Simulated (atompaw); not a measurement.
**Logarithmic derivatives: Ni (Z = 28), PAW (atompaw)**

atompaw 4.2.0.5 input, output lines left out:

```
Ni 28
GGA-PBE scalarrelativistic loggrid 1500 logderivrange -3 5 201
4 4 3 0 0 0
4 0 1
4 1 0
3 2 8
0 0 0
c
c
c
v
c
c
v
v
2
2.15 1.75 1.55 1.65
y
-0.05
n
y
-0.05
n
y
2.25
n
custom rrkj gramschmidtortho sinc
3 0 ultrasoft
2.15
2.00
2.15
2.15
1.20
1.20
```

The phase is arctan(r·u′/u) with u = r·R(r), unwrapped; energies in Ry, scanned from -3 to 5 Ry. A pole is an energy at which the radial function vanishes at the test radius. The pseudo phase is shifted by a multiple of π to meet the all-electron one at the reference energy, and phase errors are pseudo minus all-electron; the curves can meet again beyond the range given. Levels narrower than the energy grid can be missing from the lists of poles.

Task: For each channel, where are the poles, and over which energies does the pseudopotential scatter like the atom?

Result:

```csv
channel,radius (bohr),reference energy (Ry),"poles, all-electron","poles, pseudo",unbroken range about the reference energy with phases within 0.05 rad,phase error 1 Ry above the reference energy (rad)
s,2.16,-0.97,2.17,"0.82, 2.18",below 0.8,-0.000
p,2.16,-0.56,3.45,"2.90, 4.98",below 3.0,-0.000
d,2.16,-1.32,-1.11,-1.11,the whole range,-0.000
```

Phases in the p channel:

```csv
E (Ry),all-electron,pseudo
-3.00,1.252,1.250
-2.76,1.234,1.232
-2.52,1.211,1.210
-2.28,1.185,1.184
-2.04,1.153,1.153
-1.80,1.115,1.114
-1.56,1.066,1.065
-1.32,1.002,1.002
-1.08,0.918,0.918
-0.84,0.800,0.800
-0.60,0.632,0.632
-0.36,0.387,0.387
-0.12,0.054,0.054
0.12,-0.325,-0.325
0.36,-0.658,-0.658
0.60,-0.902,-0.902
0.84,-1.070,-1.071
1.08,-1.188,-1.190
1.32,-1.273,-1.276
1.56,-1.337,-1.342
1.80,-1.388,-1.394
2.04,-1.428,-1.437
2.28,-1.461,-1.475
2.52,-1.489,-1.510
2.76,-1.514,-1.546
3.00,-1.536,-1.590
3.24,-1.555,-1.662
3.48,-1.573,-1.916
3.72,-1.589,-4.242
3.96,-1.605,-4.556
4.20,-1.620,-4.628
4.44,-1.635,-4.665
4.68,-1.650,-4.689
4.92,-1.665,-4.708
```
